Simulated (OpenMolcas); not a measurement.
Run times for doublet C2H7Ga+

The species is C2H7Ga+ (10 atoms), meant as a doublet with charge +1. As SMILES of the parent species, `[CH3][GaH][CH3]`. The coordinates come from a PBE0-D4/def2-TZVP relaxation. That shape belongs to the parent species and isn't relaxed for this state.

```
atom    x (Å)    y (Å)    z (Å)
   C  -1.0634   1.1428  -0.7118
  Ga   0.6490   0.2661  -0.2813
   C   0.6815  -1.3215   0.8869
   H  -1.5337   0.6142  -1.5482
   H  -0.9354   2.1838  -1.0115
   H  -1.7597   1.0952   0.1286
   H   1.9973   0.8365  -0.8726
   H   0.6877  -0.9940   1.9323
   H   1.5693  -1.9359   0.7305
   H  -0.2096  -1.9383   0.7501
```

Program: OpenMolcas 26.06. Hardware: 1 thread of Intel Xeon 6975P-C (Granite Rapids), shared host, so times are rough. Two-electron integrals are exact unless an approximation is named.

Problem. Estimate their order by wall time, quickest first.
A. energy at UHF/STO-3G
B. energy at USVWN5/def2-SVP, grid UltraFine
C. energy at ROMP2/def2-SVP, 11 core orbitals frozen

Solution. A (4.8 s), C (17 s), B (43 s).
